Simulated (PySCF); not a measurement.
SMILES [CH2]([CH2][GeH3])[Al]([CH3])[CH3] (GFN2-xTB optimised geometry):

```
19

Ge     2.980    -1.347     0.153
C      1.008    -1.306     0.223
C      0.467     0.117     0.000
Al    -1.545     0.117     0.000
C     -2.505    -1.631    -0.009
C     -2.514     1.857     0.000
H      3.574    -0.444     1.190
H      3.478    -0.843    -1.167
H      3.585    -2.705     0.358
H      0.672    -1.687     1.191
H      0.604    -1.984    -0.532
H      0.875     0.785     0.774
H      0.872     0.509    -0.945
H     -3.585    -1.474     0.092
H     -2.360    -2.197    -0.935
H     -2.207    -2.301     0.805
H     -1.849     2.705    -0.195
H     -3.010     2.063     0.954
H     -3.301     1.887    -0.762
```

Level of theory: B3LYP/def2-SVP (PySCF).

### Question
What are the frontier orbital energies and the dipole moment?

### Answer
HOMO-2 -8.71 eV, HOMO-1 -7.47 eV, HOMO -6.58 eV, LUMO -0.83 eV, LUMO+1 0.24 eV; dipole moment 1.34 D.

Meta-Löwdin charges at B3LYP/def2-SVP: Ge1 0.36, C2 -0.33, C3 -0.45, Al4 0.83, C5 -0.59, C6 -0.59, H7 -0.08, H8 -0.08, H9 -0.08, H10 0.09, H11 0.09, H12 0.09, H13 0.09, H14 0.10, H15 0.11, H16 0.11, H17 0.10, H18 0.11, H19 0.10.
